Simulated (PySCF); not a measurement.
Task: Give a GFN2-xTB geometry of `CC(C)(F)S(=O)(=O)[O-]`. (Charge -1.)

Result: 
Z-matrix in Å and degrees, rows numbered from 1:
```
C 
C   1  1.5054
C   2  1.5054  1  116.13
F   2  1.3923  1  109.61  3  -124.92
S   2  1.8612  1  106.02  3   117.55
O   5  1.4563  2  105.79  1   178.98
O   5  1.4636  2  101.61  1   -62.00
O   5  1.4562  2  105.72  1    56.99
H   1  1.0924  2  112.76  3    57.88
H   1  1.0863  2  107.14  3   -63.96
H   1  1.0880  2  107.86  3   179.61
H   3  1.0924  2  112.74  1   -57.88
H   3  1.0879  2  107.92  1  -179.59
H   3  1.0863  2  107.12  1    63.92
```

Of the pairs four or more bonds apart, O7···H10 is among the closest relative to their van der Waals radii: 2.45 Å, 90 % of the sum of Bondi's values. S5 (sulfonyl sulfur) is distorted tetrahedral (angles from 101.6° to 114.6°).

The geometry is computed with GFN2-xTB (gas phase).

Point group: Cs (every atom within 0.08 Å of its image). GFN2-xTB frequencies: not computed here.
